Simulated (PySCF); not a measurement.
**Oxygen: a sound run and one with changed settings**

Sound run: O⁺ [He] 2s2 2p3, O²⁺ [He] 2s2 2p2. All numbers are calculated (PySCF 2.14, the non-relativistic Hamiltonian (point nucleus), in cc-pVDZ). The sound run starts from symmetry-adapted Hartree-Fock orbitals and uses a fine grid where one is needed.

Changed run: 26 angular points. This setting is unsound on purpose.

```csv
species,method,sound run (hartree),changed run (hartree),converged
O⁺,UHF,-74.35247,-74.35247,yes
O⁺,PBE,-74.47459,-74.47459,yes
O⁺,r2SCAN,-74.53453,-74.53453,yes
O²⁺,UHF,-73.08103,-73.08103,yes
O²⁺,PBE,-73.17486,-73.17443,yes
O²⁺,r2SCAN,-73.22785,-73.22959,yes
```

Ionisation energy of O⁺:

```csv
method,sound run (eV),changed run (eV)
UHF,34.598,34.598
PBE,35.367,35.379
r2SCAN,35.557,35.509
```

A coarse angular grid integrates products of high-l functions wrongly, so density functionals can shift, and the SCF can exploit the error; Hartree-Fock and MP2 need no grid.

For comparison, NIST gives 35.121 eV between the lowest levels.
